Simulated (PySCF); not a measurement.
**Vibration and rotation of SrTl⁺**

RHF-CCSD(T) constants of SrTl⁺, ¹Σ⁺ (singlet), closed shell (Sr def2-SVP with ECP28, Tl def2-SVP with ECP60; scalar-relativistic core potentials (PySCF 2.14); masses 87.9056 and 204.9744 u):

- ωe: 71.4 cm⁻¹
- ωexe: 0.177 cm⁻¹
- Be: 0.018776 cm⁻¹
- αe: 6.27e-05 cm⁻¹
- D (centrifugal): 5.2e-09 cm⁻¹

Question: Estimate the standard entropy (1 bar) and heat capacity of the ideal gas at 500 K, rigid rotor with B0 and harmonic oscillator at the fundamental.

Answer: Translation (Sackur–Tetrode, M = 292.88 u): 190.4 J/(mol K). Rotation: q = kT/(σB0) = 18500 with σ = 1, 90.0. Vibration: x = hcν0/kT = 0.204, 21.53. S° = 302.0 J/(mol K); Cp = 7R/2 + 8.29 = 37.4 J/(mol K).

Correlated steps freeze 4 core orbitals. These are scalar-relativistic numbers at best; spin–orbit coupling would shift them, the dissociation energy most.
